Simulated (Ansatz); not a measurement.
`NC[SiH](Cl)Cl`, charge 0, multiplicity 1.

Q: Give a relaxed structure at PBE0-D4/def2-TZVP (Ansatz 0.2.0). (Estimate.)

A: Ansatz gave: 
Cartesian coordinates in Å:
```
N 1.120 -0.721 0.909
C 0.825 0.279 -0.110
Si -0.983 0.412 -0.586
Cl -1.606 -1.417 -1.277
Cl -2.062 0.867 1.100
H 0.608 -0.523 1.760
H 0.831 -1.641 0.599
H 1.169 1.260 0.235
H 1.408 0.061 -1.012
H -1.309 1.422 -1.618
```
Point group Cs.
This is one stationary point; other conformers may exist.
